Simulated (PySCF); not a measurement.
## Two-component Hartree-Fock for Re(33+) (rhenium, charge +33)

Start: [Kr] 4d6; 4d3/2 filled at m_j = -3/2, -1/2, +1/2, +3/2; 4d5/2 filled at m_j = +3/2, +5/2. Calculated with PySCF 2.14 in an uncontracted even-tempered set (17 s from 3.3 bohr⁻², ratio 2.8; 14 p from 4.3 bohr⁻², ratio 2.8; 9 d from 4.3 bohr⁻², ratio 2.8; 3 f from 18 bohr⁻², ratio 3): generalised Hartree-Fock with the X2C-1e Hamiltonian and a Gaussian nucleus; one run each with spin-orbit coupling (SO) switched off, then screened by Boettger's factors.

```json
{"spinor shell": "1s1/2", "electrons": "2", "ε, spin-free (eV)": "-73368.2", "ε, screened SO (eV)": "-73344.1", "weight of nominal j (screened SO)": "1.000", "rms radius, screened SO (bohr)": "0.0204"}
{"spinor shell": "2s1/2", "electrons": "2", "ε, spin-free (eV)": "-13946.0", "ε, screened SO (eV)": "-13937.8", "weight of nominal j (screened SO)": "1.000", "rms radius, screened SO (bohr)": "0.0825"}
{"spinor shell": "2p1/2", "electrons": "2", "ε, spin-free (eV)": "-12341.5", "ε, screened SO (eV)": "-13372.6", "weight of nominal j (screened SO)": "1.000", "rms radius, screened SO (bohr)": "0.0700"}
{"spinor shell": "2p3/2", "electrons": "4", "ε, spin-free (eV)": "-12341.5", "ε, screened SO (eV)": "-11924.5", "weight of nominal j (screened SO)": "1.000", "rms radius, screened SO (bohr)": "0.0776"}
{"spinor shell": "3s1/2", "electrons": "2", "ε, spin-free (eV)": "-4276.3", "ε, screened SO (eV)": "-4273.2", "weight of nominal j (screened SO)": "1.000", "rms radius, screened SO (bohr)": "0.209"}
{"spinor shell": "3p1/2", "electrons": "2", "ε, spin-free (eV)": "-3794.1", "ε, screened SO (eV)": "-4023.6", "weight of nominal j (screened SO)": "1.000", "rms radius, screened SO (bohr)": "0.201"}
{"spinor shell": "3p3/2", "electrons": "4", "ε, spin-free (eV)": "-3794.1", "ε, screened SO (eV)": "-3698.7", "weight of nominal j (screened SO)": "1.000", "rms radius, screened SO (bohr)": "0.215"}
{"spinor shell": "3d3/2", "electrons": "4", "ε, spin-free (eV)": "-3245.8", "ε, screened SO (eV)": "-3288.6", "weight of nominal j (screened SO)": "0.999", "rms radius, screened SO (bohr)": "0.189"}
{"spinor shell": "3d5/2", "electrons": "6", "ε, spin-free (eV)": "-3245.8", "ε, screened SO (eV)": "-3214.2", "weight of nominal j (screened SO)": "1.000", "rms radius, screened SO (bohr)": "0.193"}
{"spinor shell": "4s1/2", "electrons": "2", "ε, spin-free (eV)": "-1802.1", "ε, screened SO (eV)": "-1800.9", "weight of nominal j (screened SO)": "1.000", "rms radius, screened SO (bohr)": "0.435"}
{"spinor shell": "4p1/2", "electrons": "2", "ε, spin-free (eV)": "-1619.8", "ε, screened SO (eV)": "-1694.9", "weight of nominal j (screened SO)": "0.998", "rms radius, screened SO (bohr)": "0.439"}
{"spinor shell": "4p3/2", "electrons": "4", "ε, spin-free (eV)": "-1619.8", "ε, screened SO (eV)": "-1587.5", "weight of nominal j (screened SO)": "0.999", "rms radius, screened SO (bohr)": "0.467"}
{"spinor shell": "4d3/2", "electrons": "4", "ε, spin-free (eV)": "-1414.0", "ε, screened SO (eV)": "-1422.5", "weight of nominal j (screened SO)": "0.972", "rms radius, screened SO (bohr)": "0.456"}
{"spinor shell": "4d5/2", "electrons": "2", "ε, spin-free (eV)": "-1414.0", "ε, screened SO (eV)": "-1403.0", "weight of nominal j (screened SO)": "0.972", "rms radius, screened SO (bohr)": "0.463"}
```

```json
{"quantity": "E (hartree)", "spin-free": "-16088.04717", "screened SO": "-16109.76405"}
{"quantity": "M_J", "spin-free": "4", "screened SO": "4"}
{"quantity": "⟨J²⟩", "spin-free": "20.001", "screened SO": "20.014"}
{"quantity": "⟨L²⟩", "spin-free": "6.001", "screened SO": "11.768"}
{"quantity": "⟨S²⟩", "spin-free": "6.000", "screened SO": "3.302"}
```

Each row is a mean over spinors that exchange with the open shell spreads, by up to 22.707 eV (4p3/2).

Breit and QED terms are absent; they matter most for the inner s and p1/2 levels.

Densities and radii are taken from the X2C orbitals without a picture-change correction, which distorts them close to the nucleus.

Without spin-orbit coupling the j labels of p, d and f shells carry no meaning; the spin-free column gives the mean over the occupied spinors of each nl shell.
